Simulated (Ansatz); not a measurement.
Geometry optimisation, RKS B3LYP-D4/def2-SVP (Ansatz 0.2.0).

The input (input.yaml):

```yaml
crystal:
  periodic: [false, false, false]
  atoms:
    - { symbol: B, position_ang: [0.1735, 1.2283, 1.0754] }
    - { symbol: "N", position_ang: [0.7306, 0.1013, 0.2859] }
    - { symbol: Al, position_ang: [-0.4525, -1.417, 0.6107] }
    - { symbol: C, position_ang: [-0.0295, -0.2678, -0.8725] }
    - { symbol: O, position_ang: [0.6656, -0.8996, -1.8795] }
    - { symbol: H, position_ang: [0.6316, 1.642, 2.0691] }
    - { symbol: H, position_ang: [-0.8682, 1.7808, 0.7416] }
    - { symbol: H, position_ang: [-1.0265, -2.564, 1.5018] }
    - { symbol: H, position_ang: [-0.8346, 0.4945, -1.1901] }
    - { symbol: H, position_ang: [0.44815, -1.84053, -1.72365] }
basis:
  gaussian: { orbitals: def2-SVP }
hamiltonian:
  xc: b3lyp
  dispersion: d4
relax:
  f_tol: 0.015
  max_steps: 40
output:
  orbitals: {}
```

Command:

```bash
$ ansatz run input.yaml --threads 2 --pin off --max-ram 3072MiB --backend cpu --events-out ev --progress --plain --runs-dir out
```

**Question.** Where does it end, and by what steps?

**Answer.** The forces met the threshold. After 23 steps the energy has fallen by 1.330 eV; H7 moved furthest, 1.47 Å.

| step | energy less start (eV) | largest force component (eV/Å) | accepted |
| --- | --- | --- | --- |
| 0 | 0.0000 | 2.794 | yes |
| 1 | -0.6139 | 1.721 | yes |
| 2 | -0.9006 | 0.833 | yes |
| 3 | -0.9754 | 0.885 | yes |
| 4 | -1.0415 | 0.703 | yes |
| 5 | -1.1007 | 0.918 | yes |
| 6 | -1.1708 | 0.665 | yes |
| 7 | -1.2233 | 0.334 | yes |
| 8 | -1.2626 | 0.614 | yes |
| 9 | -1.2844 | 0.546 | yes |
| 10 | -1.2994 | 0.356 | yes |
| 11 | -1.2811 | 0.831 | no |
| 12 | -1.3115 | 0.187 | yes |
| 13 | -1.3178 | 0.174 | yes |
| 14 | -1.3235 | 0.196 | yes |
| 15 | -1.3265 | 0.227 | yes |
| 16 | -1.3215 | 0.491 | no |
| 17 | -1.3270 | 0.418 | yes |
| 18 | -1.3269 | 0.128 | no |
| 19 | -1.3286 | 0.102 | yes |
| 20 | -1.3289 | 0.042 | yes |
| 21 | -1.3294 | 0.050 | yes |
| 22 | -1.3293 | 0.057 | no |
| 23 | -1.3295 | 0.011 | yes |

```xyz
10
Properties=species:S:1:pos:R:3
B 0.236 1.286 0.934
N -0.147 -0.033 0.641
Al -0.629 -1.750 0.818
C -0.359 -0.584 -0.727
O 0.848 -0.623 -1.442
H 0.388 1.613 2.090
H 0.384 2.089 0.040
H -0.774 -2.861 1.923
H -1.155 -0.065 -1.291
H 0.646 -0.813 -2.368
```

The run took 38 s on 2 threads of Intel(R) Xeon(R) 6975P-C (Granite Rapids) (shared host), peak memory 0.22 GiB.
